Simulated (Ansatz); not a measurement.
Mulliken charges of H$_{4}$O$_{3}$SeTi (`[OH][Ti]([OH])([OH])[SeH]`) from ωB97M-V/def2-TZVPP in Ansatz (PBE0-D4/def2-TZVP geometry).

| atom | x (Å) | y (Å) | z (Å) | charge (e) |
| --- | --- | --- | --- | --- |
| O1 | -0.225 | 1.197 | -1.418 | -0.423 |
| Ti2 | 0.259 | 0.039 | -0.141 | 0.860 |
| O3 | 2.025 | -0.225 | -0.131 | -0.422 |
| O4 | -0.651 | -1.483 | -0.312 | -0.440 |
| Se5 | -0.223 | 0.953 | 2.081 | -0.189 |
| H6 | -0.964 | 1.184 | -2.029 | 0.180 |
| H7 | 2.562 | -1.005 | 0.012 | 0.180 |
| H8 | -1.128 | -2.073 | 0.272 | 0.193 |
| H9 | -1.567 | 1.369 | 1.650 | 0.061 |

By hand: the dipole of these point charges (1 e Å = 4.8032 D).

Σ q r = (-0.234, -0.190, 0.068) e Å, of length 0.309 e Å = 1.48 D.

How does the dipole of the full density compare? (Best estimate.)

The calculation gave: (-0.249, -0.536, -0.241) e Å, 3.07 D; the point charges give 0.48 times that, at 43° from its direction.

Point charges leave out the atoms' own dipoles, such as those of lone pairs, and Mulliken's split depends on the basis, so the two needn't agree.
